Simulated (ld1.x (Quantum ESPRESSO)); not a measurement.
Scattering properties, TM potential for Ga

gallium, norm-conserving Troullier–Martins (Kleinman–Bylander form), made with ld1.x (Quantum ESPRESSO) 7.5 (Wu–Cohen, scalar-relativistic). Core [Ar] 3d10, reference 4s2 4p1. Waves: 4p (bound): rc 2.05 bohr; 4d channel at 0.15 Ry: rc 1.24 bohr; 4s (bound): rc 1.80 bohr. Local part: the s channel. Core correction: a·sin(br)/r model core inside 1.30 bohr.

The phase is arctan(r·u′/u) with u = r·R(r), unwrapped; energies in Ry, scanned from -3 to 5 Ry. A pole is an energy at which the radial function vanishes at the test radius. The pseudo phase is shifted by a multiple of π to meet the all-electron one at the reference energy, and phase errors are pseudo minus all-electron; the curves can meet again beyond the range given. Levels narrower than the energy grid can be missing from the lists of poles.

For each channel, where are the poles, and over which energies does the pseudopotential scatter like the atom?

```tsv
channel	radius (bohr)	reference energy (Ry)	poles, all-electron	poles, pseudo	unbroken range about the reference energy with phases within 0.05 rad	phase error 1 Ry above the reference energy (rad)
s	2.25	-0.66	1.46	1.40	below 3.6	-0.003
p	2.25	-0.19	2.78	2.77	the whole range	-0.002
d	2.25	0.15	-1.32	none	-0.6 to 0.6	+0.191
```

Note: ghost state, extra bound levels that the all-electron valence spectrum of the same l lacks: d at -15720.0 eV. A true bound ghost makes a file unfit for plane-wave use.

Phases in the s channel:

```tsv
E (Ry)	all-electron	pseudo
-3.00	1.225	1.224
-2.52	1.164	1.162
-2.04	1.061	1.059
-1.56	0.856	0.854
-1.08	0.342	0.341
-0.60	-0.617	-0.617
-0.12	-1.157	-1.159
0.36	-1.373	-1.376
0.84	-1.484	-1.489
1.32	-1.554	-1.561
1.80	-1.606	-1.615
2.28	-1.649	-1.663
2.76	-1.690	-1.710
3.24	-1.732	-1.764
3.72	-1.781	-1.835
4.20	-1.844	-1.946
4.68	-1.935	-2.163
```
